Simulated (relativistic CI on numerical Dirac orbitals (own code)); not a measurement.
# Charge states of zinc

Method of calculation: Dirac-Coulomb-Breit CI, orbitals from a KLI potential per configuration, a model potential for QED, valence Slater integrals scaled by 0.9 (own radial code, finite nucleus).

Each species is treated in one configuration, given outside its closed core. Radial values are for the open shell of highest l, unscaled and averaged over j; ζ includes the Breit term. Labels give the leading LS character, summed over repeated terms.

```tsv
Ion	Configuration	Its lowest level	LS weight (%)	g_J	g√(J(J+1))	⟨r⟩ (bohr)	⟨r²⟩ (bohr²)	Next level	E (cm⁻¹)
Zn²⁴⁺	2s²2p²	³P0	86		0.00	0.1821	0.04009	³P1	156340
Zn²⁵⁺	2s²2p	?	?	?	?	?	?	?	?
Zn²⁶⁺	2s²	¹S0	100		0.00				
Zn²⁷⁺	2s	²S1/2	100	1.995	1.73	0.2051	0.04923		
Zn²⁸⁺	1s²	¹S0	100		0.00
```

Q: Fill in the row of Zn²⁵⁺.

A: Its lowest level ²P°1/2; LS weight (%) 100; g_J 0.659; g√(J(J+1)) 0.57; ⟨r⟩ (bohr) 0.1795; ⟨r²⟩ (bohr²) 0.03891; Next level ²P°3/2; E (cm⁻¹) 226710.
